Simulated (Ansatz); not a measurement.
Consider the redistribution: `C[S][Al]([CH3])[F]` + `O[SiH2]O` → `[CH3][Al]([OH])[F]` + `CS[SiH2]O`.

Gas-phase electronic energies from Ansatz, PBE0-D4/def2-TZVP geometries. CBS: MP2 limit from def2 TZ/QZ plus the TZ coupled-cluster correction, frozen cores. Functionals use def2-TZVPP. Each species was taken in one conformer, which may not be the lowest.

| level | ΔE (kJ/mol) |
| --- | --- |
| ωB97X-V | 6.5 |
| CCSD/CBS(def2) | 8.2 |

(1) What does CCSD(T)/CBS give? (Best estimate.)

Largest T1 diagnostic among the species: 0.012.

Results:

(1) The calculation gave: +7.6 kJ/mol. The listed levels differ from it by -1.1, 0.6 kJ/mol.

From PBE to PBE0 (25 % exact exchange), in def2-TZVPP and without D4, ΔE moves by +3.3 kJ/mol. Leaving LDA and LC-ωPBE aside and taking each functional with its dispersion term where it has one, the values, not all of them listed here, spread over 8.5 kJ/mol, from revPBE-D4 to BHLYP-D4. In def2-TZVPP, CCSD(T) changes the Hartree–Fock value by −7.1 kJ/mol (the triples alone add −0.6 kJ/mol) and MP2 by −9.2 kJ/mol.
